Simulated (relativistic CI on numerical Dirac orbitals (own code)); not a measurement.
## Level scheme of Se²⁴⁺

Computed by Dirac-Coulomb-Breit CI, separate exchange-only KLI orbitals for each configuration, model QED (radiative potential, 1s self-energy scaled to tabulated hydrogen-like ionisation energies), unscaled Slater integrals (own radial code, finite nucleus).

CI space (outside the closed core 1s2): 2s²2p⁶, 2s²2p⁵3s, 2s²2p⁵3p, 2s²2p⁵3d, 2s2p⁶3s, 2s2p⁶3p, 2s2p⁶3d, 2s²2p⁵4s, 2s²2p⁵4p, 2s²2p⁵4d, 2s²2p⁵4f, 2s2p⁶4s, 2s2p⁶4p, 2s²2p⁴3s², 2s²2p⁵5s, 2s2p⁶4d, 2s²2p⁵5p, 2s2p⁶4f, 2s²2p⁵5d, 2s²2p⁵5f, 2s²2p⁵5g, 2s²2p⁴3s3p, 2s²2p⁴3p², 2s²2p⁴3s3d, 2s²2p⁴3p3d, 2s2p⁵3s², 2s2p⁵3s3p, 2s²2p⁴3d², 2s2p⁶5s, 2s2p⁶5p, 2s2p⁶5d, 2s2p⁵3p², 2s2p⁶5f, 2s2p⁶5g, 2s2p⁵3s3d, 2s2p⁵3p3d. Levels of other configurations are missing.

| No. | Configuration | Term | J | E (10³ cm⁻¹) | % | Next component (%) | Landé g |
| --- | --- | --- | --- | --- | --- | --- | --- |
| 41 | 2s²2p⁵4p | ³D | 2 | 15837.8 | 51 | 34 ¹D | 1.156 |
| 42 | 2s²2p⁵4p | ³D | 3 | 15865.9 | 100 |  | 1.330 |
| 43 | 2s²2p⁵4p | ¹P | 1 | 15868.4 | 63 | 19 ³S | 1.144 |
| 44 | 2s²2p⁵4p | ³P | 2 | 15878.6 | 68 | 32 ¹D | 1.335 |
| 45 | 2s²2p⁵4p | ¹S | 0 | 15931.8 | 52 | 47 ³P |  |
| 46 | 2s²2p⁵4s | ³P° | 0 | 16018.0 | 99 | 1 2s²2p⁵4d ³P° |  |
| 47 | 2s²2p⁵4s | ³P° | 1 | 16021.4 | 64 | 34 ¹P° | 1.321 |
| 48 | 2s²2p⁵4d | ³P° | 0 | 16046.2 | 99 | 1 2s²2p⁵4s ³P° |  |
| 49 | 2s²2p⁵4d | ³P° | 1 | 16052.7 | 80 | 19 ³D° | 1.306 |
| 50 | 2s²2p⁵4d | ³F° | 3 | 16061.8 | 56 | 36 ¹F° | 1.070 |
| 51 | 2s²2p⁵4d | ³F° | 4 | 16062.6 | 100 |  | 1.247 |
| 52 | 2s²2p⁵4d | ³D° | 2 | 16064.0 | 48 | 47 ³P° | 1.300 |
| 53 | 2s²2p⁵4d | ¹D° | 2 | 16071.6 | 62 | 21 ³F° | 0.982 |
| 54 | 2s²2p⁵4d | ³D° | 3 | 16079.3 | 68 | 30 ¹F° | 1.227 |
| 55 | 2s²2p⁵4d | ¹P° | 1 | 16115.8 | 56 | 36 ³D° | 0.853 |
| 56 | 2s²2p⁵4f | ³D | 1 | 16163.5 | 99 | 1 2s²2p⁵4p ³D | 0.503 |
| 57 | 2s²2p⁵4f | ¹G | 4 | 16165.6 | 50 | 50 ³G | 1.024 |
| 58 | 2s²2p⁵4f | ³D | 2 | 16167.0 | 78 | 11 ¹D | 1.097 |
| 59 | 2s²2p⁵4f | ³G | 5 | 16167.7 | 100 |  | 1.198 |
| 60 | 2s²2p⁵4f | ³F | 3 | 16172.4 | 62 | 28 ³D | 1.116 |
| 61 | 2s²2p⁵4f | ¹D | 2 | 16173.1 | 56 | 44 ³F | 0.854 |
| 62 | 2s²2p⁵4f | ¹F | 3 | 16174.0 | 65 | 18 ³D | 1.021 |
| 63 | 2s²2p⁵4f | ³F | 4 | 16176.2 | 73 | 17 ¹G | 1.186 |
| 64 | 2s²2p⁵4p | ³D | 1 | 16179.4 | 72 | 24 ¹P | 0.660 |
| 65 | 2s²2p⁵4p | ³P | 1 | 16213.5 | 53 | 26 ³S | 1.480 |
| 66 | 2s²2p⁵4p | ³D | 2 | 16216.6 | 48 | 34 ¹D | 1.165 |
| 67 | 2s²2p⁵4p | ³P | 0 | 16226.2 | 53 | 47 ¹S |  |
| 68 | 2s²2p⁵4d | ³F° | 2 | 16404.8 | 73 | 21 ¹D° | 0.768 |
| 69 | 2s²2p⁵4d | ³P° | 2 | 16412.4 | 44 | 38 ³D° | 1.276 |
| 70 | 2s²2p⁵4d | ³F° | 3 | 16416.7 | 42 | 34 ¹F° | 1.111 |
| 71 | 2s²2p⁵4d | ³D° | 1 | 16436.1 | 45 | 42 ¹P° | 0.841 |
| 72 | 2s²2p⁵4f | ³G | 3 | 16513.2 | 73 | 19 ¹F | 0.823 |
| 73 | 2s²2p⁵4f | ³F | 2 | 16516.0 | 46 | 33 ¹D | 0.883 |
| 74 | 2s²2p⁵4f | ³G | 4 | 16516.7 | 41 | 33 ¹G | 1.084 |
| 75 | 2s²2p⁵4f | ³D | 3 | 16517.4 | 53 | 30 ³F | 1.200 |
| 76 | 2s2p⁶4s | ³S | 1 | 17394.6 | 98 | 1 2s²2p⁵5p ³S | 1.996 |
| 77 | 2s2p⁶4s | ¹S | 0 | 17424.5 | 100 |  |  |
| 78 | 2s²2p⁵5s | ³P° | 2 | 17469.2 | 98 | 2 2s2p⁶4p ³P° | 1.496 |
| 79 | 2s²2p⁵5s | ¹P° | 1 | 17473.5 | 64 | 34 ³P° | 1.167 |
| 80 | 2s²2p⁵5p | ³P | 1 | 17552.3 | 46 | 43 ³S | 1.637 |
| 81 | 2s²2p⁵5p | ³D | 2 | 17553.0 | 51 | 34 ¹D | 1.153 |
| 82 | 2s2p⁶4p | ³P° | 0 | 17558.5 | 99 | 1 2s²2p⁵5d ³P° |  |
| 83 | 2s2p⁶4p | ³P° | 1 | 17563.4 | 78 | 20 ¹P° | 1.387 |
| 84 | 2s²2p⁵5p | ³D | 3 | 17567.0 | 100 |  | 1.330 |
| 85 | 2s²2p⁵5p | ¹P | 1 | 17569.6 | 62 | 24 ³S | 1.196 |
| 86 | 2s²2p⁵5p | ³P | 2 | 17573.4 | 68 | 32 ¹D | 1.338 |
| 87 | 2s2p⁶4p | ³P° | 2 | 17595.1 | 98 | 2 2s²2p⁵5s ³P° | 1.497 |
| 88 | 2s2p⁶4p | ¹P° | 1 | 17599.8 | 79 | 20 ³P° | 1.105 |
| 89 | 2s²2p⁵5p | ¹S | 0 | 17601.0 | 60 | 39 ³P |  |
| 90 | 2s²2p⁵5d | ³P° | 0 | 17656.4 | 99 | 1 2s2p⁶4p ³P° |  |
| 91 | 2s²2p⁵5d | ³P° | 1 | 17659.5 | 78 | 21 ³D° | 1.289 |
| 92 | 2s²2p⁵5d | ³F° | 3 | 17663.0 | 55 | 37 ¹F° | 1.070 |
| 93 | 2s²2p⁵5d | ³F° | 4 | 17663.7 | 100 |  | 1.248 |
| 94 | 2s²2p⁵5d | ³D° | 2 | 17664.6 | 54 | 40 ³P° | 1.272 |
| 95 | 2s²2p⁵5d | ¹D° | 2 | 17667.8 | 65 | 18 ³F° | 1.007 |
| 96 | 2s²2p⁵5d | ³D° | 3 | 17671.4 | 69 | 29 ¹F° | 1.229 |
| 97 | 2s²2p⁵5d | ¹P° | 1 | 17689.8 | 62 | 31 ³D° | 0.877 |
| 98 | 2s²2p⁵5f | ³D | 1 | 17709.8 | 96 | 4 2s2p⁶4d ³D | 0.503 |
| 99 | 2s²2p⁵5f | ³D | 2 | 17712.4 | 76 | 12 ³F | 1.092 |
| 100 | 2s²2p⁵5f | ³G | 4 | 17714.6 | 50 | 49 ¹G | 1.025 |
| 101 | 2s²2p⁵5f | ³G | 5 | 17715.5 | 100 |  | 1.198 |
| 102 | 2s²2p⁵5f | ³F | 3 | 17716.5 | 43 | 43 ³D | 1.182 |
| 103 | 2s²2p⁵5f | ¹F | 3 | 17718.4 | 55 | 24 ³G | 0.960 |
| 104 | 2s²2p⁵5f | ¹D | 2 | 17718.5 | 58 | 42 ³F | 0.860 |
| 105 | 2s²2p⁵5g | ³F° | 2 | 17718.6 | 98 | 2 2s2p⁶4f ³F° | 0.668 |
| 106 | 2s²2p⁵5g | ³F° | 3 | 17719.6 | 63 | 35 ¹F° | 1.053 |
| 107 | 2s²2p⁵5f | ³F | 4 | 17719.8 | 73 | 18 ¹G | 1.186 |
| 108 | 2s²2p⁵5g | ¹H° | 5 | 17722.3 | 51 | 48 ³H° | 1.014 |
| 109 | 2s²2p⁵5g | ³G° | 3 | 17722.5 | 56 | 31 ¹F° | 0.868 |
| 110 | 2s²2p⁵5g | ³G° | 4 | 17723.2 | 42 | 41 ³F° | 1.124 |

Energies count from the lowest computed level; ° marks odd parity.

The mean weight of the leading LS term, summed over parents, in these 70 levels is 69 %, and that of the leading jj configuration (from the same eigenvectors) 91 %, so jj coupling describes them better and the LS labels are nominal.

At this charge energies of transitions that change n are usually good to better than 1 %, and those within a shell (Δn = 0) to a few per cent.

LS names give the leading component of a level, which can be under half, so a name can repeat, a term be missing and a line seem to break the LS rules.
